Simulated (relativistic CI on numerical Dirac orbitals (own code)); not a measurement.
# L2,3 absorption of manganese in several valence states

Computed multiplet spectra 2p⁶3dⁿ → 2p⁵3dⁿ⁺¹ (Dirac-Coulomb-Breit ions, Slater integrals scaled by 0.9, an assumed crystal field that grows with the charge, no charge transfer; 300 K; Lorentzian 0.4 eV and Gaussian 0.3 eV FWHM at both edges, so that L2 comes out sharper than in experiment). Peaks over 5 % are given in eV from the highest peak in the L3 region of each spectrum (height, largest 100). S of the lowest state is read from ⟨S²⟩, and the branching ratio is the share of L3, cut at the minimum between the edges.

Field parameters in Wybourne normalisation: Oh B⁴₀ = 21Dq, B⁴₄ = √(5/14) B⁴₀. The field is a parameter set, without covalency.

- Mn²⁺ (d5, Oh, 10Dq = 11000 cm⁻¹): S = 2.50, high spin, branching ratio 0.78; peaks -1.6 (27), 0.0 (100), 1.5 (29), 3.8 (11), 4.6 (7), 9.6 (14), 11.5 (17), 12.6 (16)
- Mn³⁺ (d4, Oh, 10Dq = 14250 cm⁻¹): S = 2.00, high spin, branching ratio 0.64; peaks -4.7 (6), -1.9 (45), -1.2 (46), 0.0 (100), 1.7 (66), 6.3 (21), 6.8 (23), 7.9 (39), 8.7 (31), 11.0 (31), 11.8 (40), 13.0 (17)
- Mn⁴⁺ (d3, Oh, 10Dq = 17450 cm⁻¹): S = 1.50, branching ratio 0.57; peaks -2.0 (61), 0.0 (100), 1.0 (88), 3.5 (24), 5.0 (15), 5.5 (13), 7.2 (23), 8.7 (100), 10.2 (43), 11.5 (70)
- Mn⁵⁺ (d2, Oh, 10Dq = 20650 cm⁻¹): S = 1.00, branching ratio 0.56; peaks -6.3 (5), -5.6 (6), -2.6 (26), -1.6 (24), 0.0 (100), 2.2 (36), 3.5 (21), 4.5 (35), 6.8 (25), 7.0 (25), 8.7 (62), 10.5 (50), 11.8 (58), 14.2 (7)

The centroid of the whole edge, which also moves with the branching ratio, lies at 645.5 (Mn²⁺), 648.9 (Mn³⁺), 653.4 (Mn⁴⁺), 658.1 (Mn⁵⁺) eV in this ionic model, in steps of 3.4 to 4.7 eV. Compounds show about 1 to 2 eV a unit and lower energies for the high valences, since ligands screen the charge. The multiplet shape follows the d count and the spin state, and so serves as a fingerprint of valence.
